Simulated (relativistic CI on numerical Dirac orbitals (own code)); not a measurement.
Sensitivity of the levels of Cs XVII to α and to the nuclear radius

Calculated at this level of theory: Dirac-Coulomb-Breit CI, separate exchange-only KLI orbitals for each configuration, derivatives by finite differences, unscaled Slater integrals, QED left out (own radial code, finite nucleus).

Configurations in the expansion (outside the closed core [Ar] 3d10): 4s2 4p6 4d3, 4s2 4p5 4d4, 4s2 4p6 4d2 4f, 4s2 4p6 4d 4f2, 4s 4p6 4d4, 4s2 4p6 4d2 5s, 4p6 4d5, 4s2 4p6 4d2 5p. Levels of other configurations are missing.

With x = (α/α₀)² − 1 an excitation energy changes as ω = ω₀ + qx; K = 2q/ω₀ is the relative enhancement. Terms are leading LS components, so labels can repeat. The field-shift factor is F = δν/δ⟨r²⟩ for the transition from the lowest level.

Lowest level 4s2 4p6 4d3 4F_3/2.

```
              Level  ω₀ (cm⁻¹)  q (cm⁻¹)      K  F (GHz/fm²)
 4s2 4p6 4d3 4F_5/2      13270     17780   2.68        0.228
 4s2 4p6 4d3 4F_7/2      24158     26360   2.18        0.339
 4s2 4p6 4d3 4P_3/2      31540     11320  0.718       0.0534
 4s2 4p6 4d3 4F_9/2      31780     26790   1.69        0.357
 4s2 4p6 4d3 4P_1/2      36147     16590  0.918       0.0798
 4s2 4p6 4d3 2G_7/2      50579     30570   1.21        0.383
 4s2 4p6 4d3 4P_5/2      51913     32380   1.25        0.242
 4s2 4p6 4d3 2H_9/2      53395     32830   1.23        0.518
 4s2 4p6 4d3 2D_3/2      59373     36500   1.23        0.309
 4s2 4p6 4d3 2P_1/2      63945     37670   1.18        0.451
4s2 4p6 4d3 2H_11/2      72236     38520   1.07        0.669
 4s2 4p6 4d3 2D_5/2      73660     42410   1.15        0.297
 4s2 4p6 4d3 2G_9/2      80924     56610    1.4        0.768
```

At this charge energies of transitions that change n are usually good to better than 1 %, and those within a shell (Δn = 0) to a few per cent. Terms inside the open d or f shell come out 10 to 20 % too wide with unscaled integrals.
